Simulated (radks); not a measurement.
Values are calculated unless marked as measured or tabulated.
The table gives one normalised radial function P(r) = r R(r) (large component) of Tb4+ in [Xe] 4f7 (r in bohr). Level of theory: Dirac Kohn-Sham, PBE, spin-unpolarised, spherical densities, finite nucleus; open shells fill j = l - 1/2 first; Fermi nuclear charge, rms radius 5.06 fm (a radial shooting solver on a logarithmic mesh with Libxc functionals).

r	P
0.002327	0.0000
0.002688	0.0000
0.003079	0.0000
0.003528	0.0000
0.004042	0.0000
0.004668	0.0000
0.005348	0.0000
0.006127	0.0000
0.007075	0.0000
0.008106	0.0000
0.009287	0.0000
0.01064	0.0000
0.01229	0.0001
0.01408	0.0001
0.01613	0.0002
0.01863	0.0003
0.02134	0.0005
0.02445	0.0009
0.02801	0.0014
0.03235	0.0024
0.03706	0.0038
0.04246	0.0061
0.04904	0.0099
0.05618	0.0154
0.06437	0.0236
0.07375	0.0357
0.08517	0.0545
0.09758	0.0799
0.1118	0.1151
0.1291	0.1655
0.1479	0.2282
0.1695	0.3071
0.1942	0.4030
0.2242	0.5214
0.2569	0.6449
0.2943	0.7731
0.3399	0.9035
0.3894	1.0103
0.4461	1.0894
0.5111	1.1311
0.5903	1.1292
0.6763	1.0847
0.7748	1.0045
0.8948	0.8908
1.025	0.7671
1.175	0.6372
1.346	0.5092
1.554	0.3830
1.78	0.2782
2.04	0.1910
2.356	0.1197
2.699	0.0715
3.092	0.0391
3.543	0.0192
4.091	0.0079
4.687	0.0030

Which n and l does it have? It may be an empty orbital.

Answer. n = 4, l = 3: the number of nodes gives n - l - 1 = 0, the rise at small r points to l (this Dirac orbital starts outside the nucleus as r^gamma with gamma = sqrt((l + 1)^2 - (Z/c)^2) = 3.97; the j = 7/2 orbital of l + 1 starts with the same power, but with a smaller coefficient, and then steepens), and the extent must fit the shell. The curve is that of 4f7/2; the two j differ most near the nucleus, where j = l - 1/2 has the larger amplitude, and in heavy atoms j = l - 1/2 is also the more compact. 4f7/2: eigenvalue -53.687 eV, 0 radial nodes, <r> = 0.786 bohr, 90 % of the charge inside 1.32 bohr.
